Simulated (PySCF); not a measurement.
Ta(NMe)(F)2(OH) (CH4F2NOTa), SMILES [F][Ta]([OH])(=[N]C)[F], multiplicity 1.

Geometry: PBE-D3(BJ)/def2-SVP. The spin state was assumed, not searched. The def2 effective core potentials stand for the cores of Ta; spin–orbit coupling is left out. Other conformers were not sampled.

Level of theory: r2SCAN/def2-TZVP (PySCF).

The molecule is in vacuum.

The total energy is -427.46465 hartree and the point group is Cs. The highest occupied level is -6.44 eV. The lowest empty level is -1.33 eV and the orbital gap comes out as 5.11 eV. The dipole moment comes out as 2.59 D. The quadrupole, principal values (traceless, Buckingham form, about the centre of nuclear charge) is -9.34, 3.53, 5.81 D·Å and the mean static polarisability comes out as 62.7 bohr³ (9.29 Å³). The polarisability, principal values is 50.4, 56.2, 81.4 bohr³.
